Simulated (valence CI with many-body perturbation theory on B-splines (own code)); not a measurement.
# Ca¹³⁺: calculated level list

Method: valence CI with perturbative core correlation (CI+MBPT): five valence electrons over a frozen Dirac-Fock core [He], radial functions for each j: 11 s, 11 p, 10 d, 8 f, 5 g, 2 h, with the one-electron correlation potential Σ1 (screened to all orders), the two-electron term Σ2, the three-electron term Σ3, Breit, model QED; selected single and double excitations, second order for the rest, scaled by the run's own slope (own B-spline code, finite nucleus).

No measured spectrum was set against this ion. As an estimate, levels of excited configurations hold to 0.05 to 0.15 % of their energy, terms of the ground configuration to about 0.5 %. Among the levels kept, up to 5500 cm⁻¹ of a level comes from second order outside the variational space, and about a tenth of that is noise between levels of different J, which matters for small intervals.

Levels 1 to 45 of 194, with energies above the lowest level, 2s2 2p3 4S°_3/2. "Leading %" is the weight of the configuration and term that name the level; weights of strongly mixed levels are sums over their largest components and can fall short.

```tsv
No.	Configuration	Term	J	E (Ry)	Leading %	Second component	g
1	2s2 2p3	4S°	3/2	0.000	98		1.987
2	2s2 2p3	2D°	3/2	0.969	88	11 % 2s2 2p3 2P°	0.863
3	2s2 2p3	2D°	5/2	1.038	100		1.198
4	2s2 2p3	2P°	1/2	1.575	98		0.663
5	2s2 2p3	2P°	3/2	1.675	86	11 % 2s2 2p3 2D°	1.280
6	2s 2p4	4P	5/2	4.702	99		1.597
7	2s 2p4	4P	3/2	4.885	100		1.731
8	2s 2p4	4P	1/2	4.969	99		2.662
9	2s 2p4	2D	3/2	6.482	99		0.804
10	2s 2p4	2D	5/2	6.498	99		1.201
11	2s 2p4	2S	1/2	7.526	89	10 % 2s 2p4 2P	1.867
12	2s 2p4	2P	3/2	7.829	99		1.327
13	2s 2p4	2P	1/2	8.078	89	10 % 2s 2p4 2S	0.803
14	2p5	2P°	3/2	12.290	97		1.332
15	2p5	2P°	1/2	12.584	98		0.663
16	2s2 2p2 3s	4P	1/2	34.274	91		2.574
17	2s2 2p2 3s	4P	3/2	34.412	95		1.722
18	2s2 2p2 3s	4P	5/2	34.563	93	4 % 2s2 2p2 3s 2D	1.582
19	2s2 2p2 3s	2P	1/2	34.643	93	4 % 2s2 2p2 3s 4P	0.764
20	2s2 2p2 3s	2P	3/2	34.818	87	9 % 2s2 2p2 3s 2D	1.291
21	2s2 2p2 3s	2D	5/2	35.311	93	4 % 2s2 2p2 3s 4P	1.216
22	2s2 2p2 3s	2D	3/2	35.327	88	8 % 2s2 2p2 3s 2P	0.849
23	2s2 2p2 3p	2S°	1/2	35.544	50	30 % 2s2 2p2 3p 4D°	1.341
24	2s2 2p2 3p	4D°	1/2	35.650	62	32 % 2s2 2p2 3p 2S°	0.722
25	2s2 2p2 3p	4D°	3/2	35.682	84	10 % 2s2 2p2 3p 4P°	1.257
26	2s2 2p2 3p	4D°	5/2	35.808	89	7 % 2s2 2p2 3p 4P°	1.385
27	2s2 2p2 3p	4P°	3/2	35.862	66	14 % 2s2 2p2 3p 2D°	1.543
28	2s2 2p2 3p	4P°	1/2	35.878	84	9 % 2s2 2p2 3p 2S°	2.533
29	2s2 2p2 3p	4D°	7/2	35.950	94		1.418
30	2s2 2p2 3p	4P°	5/2	35.955	67	23 % 2s2 2p2 3p 2D°	1.480
31	2s2 2p2 3p	2D°	3/2	36.021	82	13 % 2s2 2p2 3p 4P°	0.948
32	2s2 2p2 3s	2S	1/2	36.140	92		1.997
33	2s2 2p2 3p	4S°	3/2	36.189	74	12 % 2s 2p3 3s 4S°	1.942
34	2s2 2p2 3p	2D°	5/2	36.233	68	22 % 2s2 2p2 3p 4P°	1.273
35	2s2 2p2 3p	2P°	3/2	36.313	88		1.347
36	2s2 2p2 3p	2P°	1/2	36.343	87	6 % 2s2 2p2 3p 2S°	0.727
37	2s2 2p2 3p	2F°	5/2	36.697	89	7 % 2s2 2p2 3p 2D°	0.891
38	2s2 2p2 3p	2F°	7/2	36.753	94		1.152
39	2s 2p3 3s	6S°	5/2	36.786	99		1.997
40	2s2 2p2 3p	2D°	3/2	36.961	81	11 % 2s2 2p2 3p 2P°	0.885
41	2s2 2p2 3p	2D°	5/2	36.988	92		1.194
42	2s2 2p2 3p	2P°	1/2	37.132	97		0.669
43	2s2 2p2 3d	4F	3/2	37.240	84	7 % 2s2 2p2 3d 4D	0.504
44	2s2 2p2 3p	2P°	3/2	37.290	83	10 % 2s2 2p2 3p 2D°	1.292
45	2s2 2p2 3d	4F	5/2	37.302	80	13 % 2s2 2p2 3d 4D	1.083
```

Names give the largest LS component (configuration and term), which can be under half, so a name can repeat, a term be missing and a line seem to break the LS rules; names also repeat where a configuration has a term twice.

The ionisation energy to 2s2 2p2 3P_0 of the next ion comes out as 816.76 eV (NIST: 817.2 ± 0.6 eV (semi-empirical)). All 194 levels together are meant to be complete up to 43.835 Ry.
